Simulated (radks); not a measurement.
Task: Species: Ce2+. Configuration: [Xe] 4f1 6p1 (not the ground configuration). Calculated with a radial shooting solver on a logarithmic mesh with Libxc functionals: Dirac Kohn-Sham, BLYP, spin-unpolarised, spherical densities, finite nucleus; open shells are shared between the two j in proportion to 2j + 1; Fermi nuclear charge, rms radius 4.8771 fm. Some entries of the table are withheld. Estimate them.

| orbital | occ. | eigenvalue (hartree) | <r> (bohr) |
|---|---|---|---|
| 1s1/2 | 2 | (1) | 0.02457 |
| 2s1/2 | 2 | -237.2672 | 0.1047 |
| 2p1/2 | 2 | -224.0752 | 0.08794 |
| 2p3/2 | 4 | -207.6566 | 0.09414 |
| 3s1/2 | 2 | -51.55376 | 0.2783 |
| 3p1/2 | 2 | -45.96356 | 0.2681 |
| 3p3/2 | 4 | -42.73774 | 0.2803 |
| 3d3/2 | 4 | -32.95468 | (2) |
| 3d5/2 | 6 | -32.26182 | (3) |
| 4s1/2 | 2 | -10.90278 | (4) |
| 4p1/2 | 2 | (5) | 0.6561 |
| 4p3/2 | 4 | (6) | 0.6834 |
| 4d3/2 | 4 | -4.72308 | 0.7388 |
| 4d5/2 | 6 | -4.60150 | 0.7485 |
| 5s1/2 | 2 | -2.07689 | 1.506 |
| 5p1/2 | 2 | -1.50199 | 1.677 |
| 5p3/2 | 4 | -1.39659 | 1.752 |
| 4f5/2 | 0.428571 | -0.79676 | 1.065 |
| 4f7/2 | 0.571429 | -0.78426 | 1.075 |
| 6p1/2 | 0.333333 | (7) | 4.165 |
| 6p3/2 | 0.666667 | (8) | 4.309 |

Result: 
(1) 1s1/2 eigenvalue (hartree): -1479.268
(2) 3d3/2 <r> (bohr): 0.2513
(3) 3d5/2 <r> (bohr): 0.2552
(4) 4s1/2 <r> (bohr): 0.6373
(5) 4p1/2 eigenvalue (hartree): -8.82665
(6) 4p3/2 eigenvalue (hartree): -8.13252
(7) 6p1/2 eigenvalue (hartree): -0.43646
(8) 6p3/2 eigenvalue (hartree): -0.41943
